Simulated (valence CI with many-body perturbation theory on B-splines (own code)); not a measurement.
# Mn XII: calculated level list

Level of theory: valence CI with perturbative core correlation (CI+MBPT): four valence electrons over a frozen Dirac-Fock core [Ne], a basis of 11 s, 11 p, 9 d, 7 f, 5 g, 2 h, 1 i functions for each j, with the one-electron correlation potential Σ1, the two-electron term Σ2, the three-electron term Σ3, Breit, model QED; selected CI, second order for the rest, scaled by the run's own slope (own B-spline code, finite nucleus).

No measured levels were compared; by estimate levels of excited configurations hold to 0.05 to 0.15 % of their energy, terms of the ground configuration to about 0.5 %.

Levels 46 to 71 of 71, with energies above the lowest level, 3s2.3p2 3P_0. "Leading %" is the weight of the configuration and term that name the level; weights of strongly mixed levels are sums over their largest components and can fall short. In the jj column 3d3/2^4 stands for four electrons in 3d with j = 3/2. Lifetimes count E1, E2, E3, M1 and M2 decay at the calculated energies, and are blank where another channel may lead or the interval is too uncertain; long ones can be off by a factor of two.

```csv
No.,Configuration,Term,J,E (cm⁻¹),Leading %,Lifetime,Leading jj,Second component
46,3s.3p2.3d,5P,3,651410,97,19.5 ps,3s 3p1/2 3p3/2 3d5/2 (51 %),
47,3s.3p2.3d,5P,2,654350,97,19.2 ps,3s 3p1/2 3p3/2 3d3/2 (30 %),
48,3s.3p2.3d,5P,1,656130,98,18.9 ps,3s 3p3/2^2 3d3/2 (45 %),
49,3s.3p2.3d,3P,2,668410,69,27.3 ps,3s 3p1/2 3p3/2 3d5/2 (43 %),23 % 3p4 3P
50,3s.3p2.3d,3P,1,675890,68,26.8 ps,3s 3p3/2^2 3d5/2 (26 %),24 % 3p4 3P
51,3s.3p2.3d,3P,0,680760,67,27.0 ps,3s 3p3/2^2 3d5/2 (33 %),24 % 3p4 3P
52,3s.3p2.3d,3G,3,695330,96,147 ps,3s 3p1/2 3p3/2 3d3/2 (67 %),
53,3s.3p2.3d,3G,4,696680,97,158 ps,3s 3p1/2 3p3/2 3d5/2 (34 %),
54,3s.3p2.3d,3G,5,698350,98,173 ps,3s 3p1/2 3p3/2 3d5/2 (59 %),
55,3s.3p2.3d,3D,1,705180,96,27.9 ps,3s 3p1/2 3p3/2 3d5/2 (24 %),
56,3s.3p2.3d,3D,2,705680,94,27.4 ps,3s 3p1/2 3p3/2 3d5/2 (27 %),
57,3s.3p2.3d,3D,3,706340,89,27.1 ps,3s 3p1/2 3p3/2 3d5/2 (56 %),6 % 3s.3p2.3d 1F
58,3s.3p2.3d,1G,4,711960,80,567 ps,3s 3p1/2 3p3/2 3d5/2 (47 %),14 % 3s2.3d2 1G
59,3s.3p2.3d,1F,3,715870,85,49.1 ps,3s 3p1/2 3p3/2 3d3/2 (32 %),7 % 3s.3p2.3d 3D
60,3s.3p2.3d,3F,2,728150,82,23.1 ps,3s 3p1/2 3p3/2 3d3/2 (28 %),8 % 3s.3p2.3d 3D
61,3s.3p2.3d,3F,3,732750,78,22.2 ps,3s 3p1/2 3p3/2 3d5/2 (46 %),10 % 3s.3p2.3d 3D
62,3s.3p2.3d,3D,1,735560,93,31.6 ps,3s 3p1/2 3p3/2 3d5/2 (52 %),5 % 3s.3p2.3d 1P
63,3s.3p2.3d,3D,2,737750,86,33.3 ps,3s 3p1/2 3p3/2 3d5/2 (31 %),5 % 3s.3p2.3d 3F
64,3s.3p2.3d,3F,4,739490,87,20.6 ps,3s 3p3/2^2 3d3/2 (37 %),7 % 3s2.3d2 3F
65,3s.3p2.3d,1P,1,739600,84,24.2 ps,3s 3p1/2 3p3/2 3d3/2 (38 %),9 % 3s.3p2.3d 3D
66,3s.3p2.3d,3D,3,742230,83,38.6 ps,3s 3p3/2^2 3d5/2 (58 %),7 % 3s.3p2.3d 3F
67,3s.3p2.3d,3P,0,742800,79,23.3 ps,3s 3p1/2 3p3/2 3d5/2 (42 %),15 % 3s2.3d2 3P
68,3s.3p2.3d,3P,1,744520,76,23.5 ps,3s 3p1/2 3p3/2 3d5/2 (42 %),15 % 3s2.3d2 3P
69,3s.3p2.3d,3P,2,747710,73,23.3 ps,3s 3p3/2^2 3d5/2 (39 %),15 % 3s2.3d2 3P
70,3s.3p2.3d,3S,1,758600,89,23.0 ps,3s 3p1/2 3p3/2 3d5/2 (31 %),6 % 3s.3p2.3d 3D
71,3s.3p2.3d,3D,1,761060,84,26.2 ps,3s 3p1/2 3p3/2 3d3/2 (26 %),7 % 3s.3p2.3d 1P
```

Names give the largest LS component (configuration and term), which can be under half, so a name can repeat, a term be missing and a line seem to break the LS rules; names also repeat where a configuration has a term twice.
